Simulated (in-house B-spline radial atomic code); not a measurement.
Inner levels of vanadium as electrons are removed. A shift is the extra binding of the orbital against the neutral atom ([Ar] 3d3 4s2). The density at the nucleus is averaged over the nuclear charge. Computed with a B-spline radial code for spherical atoms: Dirac-Hartree-Fock, average of the configuration, finite nuclei.

```tsv
ion	configuration	shift of 2s1/2 (eV)	shift of 2p1/2 (eV)	shift of 2p3/2 (eV)	radius of 2s1/2 (bohr)	radius of 2p1/2 (bohr)	radius of 2p3/2 (bohr)	Σ<r²> (bohr²)	change of density at nucleus (bohr⁻³)
V	[Ar] 3d3 4s2	0	0	0	0.30582	0.27117	0.27385	47.09	-
V+	[Ar] 3d4	1.7787	1.9418	1.9356	0.30583	0.27115	0.27383	22.294	-7.4524
V2+	[Ar] 3d3	16.344	16.448	16.447	0.30585	0.27115	0.27384	16.527	-6.2179
V3+	[Ar] 3d2	35.102	35.116	35.12	0.30583	0.27111	0.27379	13.119	-3.7399
V4+	[Ar] 3d1	57.306	57.209	57.218	0.30576	0.271	0.27367	10.723	-0.12752
V5+	[Ne] 3s2 3p6	82.559	82.343	82.355	0.30561	0.27081	0.27347	8.8868	4.5285
V6+	[Ne] 3s2 3p5	111.13	111	110.99	0.30521	0.27089	0.27355	7.4799	12.445
V7+	[Ne] 3s2 3p4	141.3	141.28	141.25	0.30475	0.27048	0.27313	6.2207	21.058
V8+	[Ne] 3s2 3p3	173	173.13	173.08	0.30422	0.27	0.27263	5.0861	30.37
V9+	[Ne] 3s2 3p2	206.21	206.54	206.45	0.30362	0.26944	0.27206	4.058	40.384
V10+	[Ne] 3s2 3p1	240.9	241.46	241.34	0.30295	0.26881	0.27141	3.1222	51.105
V11+	[Ne] 3s2	277.03	277.87	277.71	0.30222	0.2681	0.27069	2.2675	62.537
V12+	[Ne] 3s1	313.06	315.29	315.09	0.30226	0.26738	0.26995	1.484	-7.2803
V13+	[He] 2s2 2p6	350.2	353.91	353.68	0.30184	0.26662	0.26916	0.75491	-83.944
V14+	[He] 2s2 2p5	423.52	438.47	437.95	0.29741	0.2607	0.26313	0.63947	-46.712
V15+	[He] 2s2 2p4	499.07	525.94	525.13	0.2931	0.25506	0.2574	0.53388	-7.5836
```
